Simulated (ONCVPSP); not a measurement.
## Potentials for zinc (Zn) compared

Generated with ld1.x 7.5 (TM, RRKJ, ultrasoft, PAW), atompaw 4.2 or ONCVPSP 4.0.1. The cutoff is in Ry: for ld1.x and atompaw files where the sum of valence levels is converged to 10 mRy in a Bessel basis, for ONCV files where the hardest occupied wave has 1 mHa per electron of residual kinetic energy. The error is the largest all-electron minus pseudo excitation energy over each file’s own four to seven test configurations (ionisations up to +4, promotions, holes and added fractions of an electron), all of which were solved. The labels leave out finer settings (local radius, basis sizes, second energies), which also bear on the numbers. Spin-polarised tests are not counted. The rows are a selection from randomly drawn settings: files with unsolved tests, undetermined cutoffs or missed reference levels are left out.

A true bound ghost makes a file unfit for plane-wave use even where its test errors are small: the radial tests pick states by their node count and pass the ghost by.

| potential | cutoff (Ry) | largest error (meV) | bound ghosts |
| --- | --- | --- | --- |
| ONCV, PBE, fully relativistic, rc 1.20/1.00/1.20 (spd), local smoothed, core correction no, reference 3s2 3p6 3d10 4s2, qcut 11.4/15.4/11.4, projectors 2/2/2 | 114 | +9.6 | none |
| ONCV, PBE, scalar-relativistic, rc 0.95/0.95/1.15 (spd), local smoothed, core correction yes, reference 3s2 3p6 3d10 4s2, qcut 13.2/16.6/14.4, projectors 2/2/2 | 159 | +13 | none |
| ONCV, LDA (Perdew-Wang 92), scalar-relativistic, rc 1.25/1.10/1.30 (spd), local smoothed, core correction yes, reference 3s2 3p6 3d10 4s0.5, qcut 9.6/12.1/11.6, projectors 3/2/2 | 113 | +5.3 | none |
| ONCV, LDA (Perdew-Wang 92), scalar-relativistic, rc 1.25/1.40/0.95 (spd), local smoothed, core correction yes, reference 3s2 3p6 3d10 4s1 4p1, qcut 11.2/8.7/19.5, projectors 2/2/2 | 251 | +109 | none |
| ONCV, PBE, scalar-relativistic, rc 1.65/0.95/0.85 (spd), local smoothed, core correction yes, reference 3p6 3d10 4s0.5, qcut 3.7/16.8/16.9, projectors 2/1/1 | 230 | +16 | s |
| ONCV, PBEsol, scalar-relativistic, rc 1.05/0.70/1.00 (spd), local smoothed, core correction yes, reference 3s2 3p6 3d10 4s1.75, qcut 14.2/9.8/15.5, projectors 2/2/2 | 299 | -46 | none |

Fill in the row for Zn: ONCV, LDA (Perdew-Wang 92), scalar-relativistic, rc 1.80/1.90/1.50 (spd), local smoothed, core correction yes, reference 3d10 4s2, qcut 3.4/5.1/9.5, projectors 2/2/3.

cutoff 77 Ry, largest error +123 meV, bound ghosts: none.

Fill in the row for Zn: ONCV, PBEsol, scalar-relativistic, rc 1.00/0.90/0.80 (spd), local smoothed, core correction no, reference 3s2 3p6 3d10 4s2, qcut 15.7/13.6/22, projectors 3/1/2.

cutoff 321 Ry, largest error +20 meV, bound ghosts: none.
